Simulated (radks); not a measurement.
The numbers below are computed, except where a source is named.
Problem. Species: Ba. Configuration: [Xe] 6s1 7f1 (not the ground configuration). Level of theory: scalar-relativistic Kohn-Sham, r2SCAN, spin-polarised, spherical densities, finite nucleus; open shells are filled with parallel spins first (spin-orbit coupling, left out, can overturn this in heavy ions); meta-GGA in the generalised Kohn-Sham scheme; Fermi nuclear charge, rms radius 4.8378 fm (a radial shooting solver on a logarithmic mesh with Libxc functionals). Some entries of the table are withheld. Estimate them.

orbital,occ.,eigenvalue (eV),<r^2> (bohr^2)
1s up,1,-37325.29,0.0008888
1s down,1,-37325.28,0.0008888
2s up,1,-5922.260,0.01420
2s down,1,-5922.256,0.01420
2p up,3,-5307.913,0.01130
2p down,3,-5307.908,0.01130
3s up,1,-1261.119,0.09703
3s down,1,-1261.110,0.09703
3p up,3,-1062.974,0.09721
3p down,3,-1062.964,0.09721
3d up,5,-775.5218,0.08387
3d down,5,-775.5122,0.08387
4s up,1,-254.1540,0.5129
4s down,1,-254.1270,0.5128
4p up,3,-189.8744,0.5823
4p down,3,-189.8461,0.5822
4d up,5,-96.2346,(1)
4d down,5,-96.1959,(2)
5s up,1,-39.5114,(3)
5s down,1,-39.4397,(4)
5p up,3,-24.1309,4.167
5p down,3,-24.0499,4.106
6s up,1,-7.1294,21.44
7f up,1,-0.2717,2317

Solution. 
(1) 4d up <r^2> (bohr^2): 0.7452
(2) 4d down <r^2> (bohr^2): 0.7448
(3) 5s up <r^2> (bohr^2): 3.042
(4) 5s down <r^2> (bohr^2): 3.050
